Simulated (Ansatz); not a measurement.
Program: Ansatz. Geometries: PBE0-D4/def2-TZVP. ΔE: electronic, gas phase. CCSD(T)/CBS adds triple-zeta CCSD(T) − MP2 to the extrapolated MP2 energy (def2 sets, frozen cores). This one scheme is used for every species. Functionals use def2-TZVPP. HSE06 is defined as in plane-wave codes. For Br outer-core shells are correlated without core-valence functions, which leaves a few kJ/mol of doubt a bond. Scalar relativity is left out up to krypton. One conformer a species, not always the lowest.

Reaction (ligand exchange at a B–F bond): `OB(F)O[SiH3]` + HBr → `OB(Br)O[SiH3]` + H–F

`OB(F)O[SiH3]`:

Z-matrix (Å, degrees):
```
Si
O 1 1.655
H 1 1.484 2 110.2
H 1 1.484 2 110.2 3 -121.4
H 1 1.480 2 106.4 3 119.3
B 2 1.348 1 131.9 3 60.8
F 6 1.334 2 118.9 1 180.0
O 6 1.359 2 121.1 1 -0.0
H 8 0.960 6 113.4 2 180.0
```

HBr:

```xyz
2

Br   -0.577   -0.108   -0.400
H     0.577    0.108    0.400
```

`OB(Br)O[SiH3]`:

```xyz
9

O     2.244   -0.249    0.883
B     0.917   -0.279    0.655
Br   -0.259   -1.194    1.929
O     0.402    0.310   -0.431
Si   -1.131    0.483   -1.039
H     2.505   -0.701    1.688
H    -1.975    1.226   -0.073
H    -0.985    1.253   -2.295
H    -1.718   -0.849   -1.316
```

H–F:

Z-matrix (Å, degrees):
```
F
H 1 0.920
```

CCSD(T)/CBS gives +13.8 kcal/mol.

Question: Another level gave +15.3 kcal/mol. Which?
A. LC-ωPBE/def2-TZVPP
B. PBE0/def2-TZVPP
C. revPBE-D4/def2-TZVPP
D. HSE06-D4/def2-TZVPP

Answer: B. PBE0 15.3, HSE06-D4 14.2, revPBE-D4 12.6, LC-ωPBE 16.4 kcal/mol.

Largest T1 diagnostic among the species: 0.012.

The D4 term adds −2.0 kcal/mol with B3LYP and −1.1 kcal/mol with PBE0; it sums over pairs of atoms, weighted by their polarisabilities, and B3LYP, whose exchange is more repulsive, gets the larger term. From BLYP to BHLYP (50 % exact exchange), in def2-TZVPP and without D4, ΔE moves by +1.4 kcal/mol.

B3LYP here is the variant with VWN-RPA as its local correlation; programs differ in this.
